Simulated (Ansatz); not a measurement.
Frontier orbitals of C₅H₅F₃ (`FC1=CC[C@H](F)[C@H]1F`).

| atom | x (Å) | y (Å) | z (Å) |
| --- | --- | --- | --- |
| F1 | 2.243 | 0.898 | -1.066 |
| C2 | 1.086 | 0.553 | -0.516 |
| C3 | 0.229 | 1.363 | 0.087 |
| C4 | -0.965 | 0.602 | 0.571 |
| C5 | -0.609 | -0.865 | 0.304 |
| F6 | -0.336 | -1.501 | 1.502 |
| C7 | 0.655 | -0.869 | -0.559 |
| F8 | 0.364 | -1.255 | -1.859 |
| H9 | 0.364 | 2.430 | 0.206 |
| H10 | -1.147 | 0.733 | 1.641 |
| H11 | -1.879 | 0.905 | 0.050 |
| H12 | -1.404 | -1.425 | -0.194 |
| H13 | 1.397 | -1.570 | -0.168 |

The species carries charge 0 and has multiplicity 1. The geometry is a stationary point of PBE0-D4/def2-TZVP. Basis def2-TZVPP, Ansatz 0.2.0.

```
             functional  HOMO (eV)  LUMO (eV)  gap (eV)
                    PBE      -6.49      -1.33      5.16
                 B97M-V      -6.77      -1.04      5.73
                   PBE0      -7.74      -0.30      7.44
                r2SCAN0      -7.89      -0.18      7.71
HSE06 (plane-wave form)      -7.33      -0.69      6.64
                  BHLYP      -8.86       0.81      9.67
                LC-ωPBE     -10.44       2.04     12.48
                ωB97M-V      -9.97       1.84     11.81
```

From PBE to PBE0 the HOMO moves by −1.24 eV and the LUMO by +1.02 eV, and with ωB97M-V by −3.47 and +3.17 eV, so the gap grows from 5.17 to 11.81 eV with exact exchange. A positive LUMO is unbound and depends on the basis.

LC-ωPBE has ω = 0.4 bohr⁻¹.
